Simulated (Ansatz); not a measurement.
Born–Oppenheimer molecular dynamics of AlF₂HO (5 atoms, charge 0, multiplicity 1). It starts from a relaxed structure.

These are results of RKS r2SCAN-D4/6-31G* (Ansatz 0.2.0), not measurements.

* ensemble: NVE (velocity Verlet)
* time step: 0.5 fs
* steps asked: 250
* starting velocities drawn for: 500 K
* masses: H 10 u
* seed: 583402

First frame:

```xyz
5
Properties=species:S:1:pos:R:3
Al -0.024 -0.028 0.002
O -0.026 -0.122 1.692
H -0.856 -0.169 2.179
F 1.411 0.049 -0.789
F -1.415 -0.011 -0.877
```

Problem. How far do the bonds stretch over the last three quarters of this one trajectory? (Pairs bonded in most of those frames.)

Solution. 
```tsv
bond	mean (Å)	spread (Å)	shortest	longest
Al1–O2	1.689	0.016	1.65	1.71
Al1–F4	1.645	0.014	1.62	1.67
Al1–F5	1.646	0.007	1.64	1.66
O2–H3	0.967	0.029	0.92	1.01
```

Mean temperature of the second half: 176 K. The conserved energy stayed within 0.055 meV per atom of its start (net change 0.039 meV per atom), so the integration is sound. A run of 0.12 ps of so small a system gives no equilibrium averages.

Run time: 11 min on 1 thread of Arm Neoverse V1 (shared host), peak memory 0.12 GiB.
